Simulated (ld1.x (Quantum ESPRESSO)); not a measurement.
## chromium (Cr): excitation energies, all-electron against TM

ld1.x (Quantum ESPRESSO) 7.5 input, shortened:

```
&input
   title='Cr', zed=24., rel=1, dft='PBE', iswitch=3,
   config='[Ar] 3d5 4s1 4p0'
 /
 &inputp
   pseudotype=2, tm=.true., lloc=-2, rcloc=3.15,
   nlcc=.false.
 /
3
4S  1  0   1.00   0.00  2.75  2.75  0.0
4P  2  1   0.00   0.00  3.50  3.50  0.0
3D  3  2   5.00   0.00  2.10  2.10  0.0
 &test
   configts(1)='3d5 4s1 4p0'
 /
```

Energies are relative to the spin-unpolarised reference configuration 3d5 4s1 4p0; without spin polarisation the order of configurations can differ from experiment.

```json
{"valence configuration": "3d5 4s0 4p0", "charge": "+1", "ΔE all-electron (eV)": "6.901", "error AE − PS (meV)": "+26"}
{"valence configuration": "3d3 4s0 4p0", "charge": "+3", "ΔE all-electron (eV)": "53.702", "error AE − PS (meV)": "-406"}
{"valence configuration": "3d2 4s0 4p0", "charge": "+4", "ΔE all-electron (eV)": "102.062", "error AE − PS (meV)": "-412"}
{"valence configuration": "3d6 4s0 4p0", "charge": "0", "ΔE all-electron (eV)": "1.732", "error AE − PS (meV)": "-58"}
{"valence configuration": "3d4 4s2 4p0", "charge": "0", "ΔE all-electron (eV)": "-0.100", "error AE − PS (meV)": "-96"}
```

(1) What are ΔE and the potential's error for 3d4 4s0 4p0?

(2) What are ΔE and the potential's error for 3d5 4s0.5 4p0?

Levels in the configuration 3d5 4s0 4p0:

```json
{"level": "3d", "all-electron (eV)": "-9.875", "pseudo (eV)": "-9.809"}
```

## Answers

(1) ΔE = 22.953 eV all-electron; the error (AE − PS) is -56 meV.

(2) ΔE = 2.707 eV all-electron; the error (AE − PS) is +3.3 meV.
